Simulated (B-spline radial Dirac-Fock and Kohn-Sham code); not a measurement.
**Atomic SCF run for Rh**

ΔSCF core binding energies without Breit or QED terms, calculated with a B-spline atomic structure program. Keys: rel is the Hamiltonian (dirac, or spin-free x2c and nr, where L3 and M5 stand for the whole 2p and 3d shells), method is hf or an exchange,correlation pair (spin-unpolarised, also for the hole states), nuc the nuclear model, radius_factor scales its radius, rmax is the box in bohr, h the logarithmic mesh step, order the B-spline order, points the quadrature points per cell, c_factor scales the speed of light, and damp, ndamp, maxit and tol steer the iteration. The run stops when the commutator error falls below 10·tol·max(1, Z/10), or the numerical noise floor, and the energy has settled to about 1e-8 Ha; the virial ratio is −V/T.

Input (task.json):

```json
{"items": [{"Z": 45, "q": 0, "cfg": [[1, 0, 2], [2, 0, 2], [2, 1, 6], [3, 0, 2], [3, 1, 6], [3, 2, 10], [4, 0, 2], [4, 1, 6], [4, 2, 8], [5, 0, 1]], "A": 103, "rrms": 4.4945, "do": "settings", "holes": ["K", "L3", "M5"],
  "settings": [{"rel": "dirac", "method": "wc,pbe", "nuc": "fermi", "radius_factor": 1.0, "rmax": 45.0, "h": 0.3, "order": 8, "points": 10, "c_factor": 1.0, "maxit": 60, "damp": 0.5, "ndamp": 3, "tol": 1e-08}]}]}
```

Command: `python xray2_run.py task.json out`

Ground-state iterations:

```
iter   energy (Ha)        error
   1    -4781.34320731  1.77e+00
   2    -4780.40867446  3.94e-01
   3    -4784.23657062  5.11e-02
   4    -4784.26597384  1.05e-02
   5    -4784.26704583  8.17e-03
   6    -4784.26695560  1.06e-02
   7    -4784.27027730  2.10e-03
   8    -4784.27046137  3.28e-05
   9    -4784.27046144  6.39e-06
  10    -4784.27046145  1.67e-07
```

The ground state converged in 10 iterations, with total energy -4784.27046 Ha, virial ratio 1.95924 and highest orbital energy -4.32 eV. ΔSCF binding energies: K (1s) 23316.0 eV, L3 (2p3/2) 3003.7 eV. Holes are computed only in closed shells, and unreliable hole states are left out.
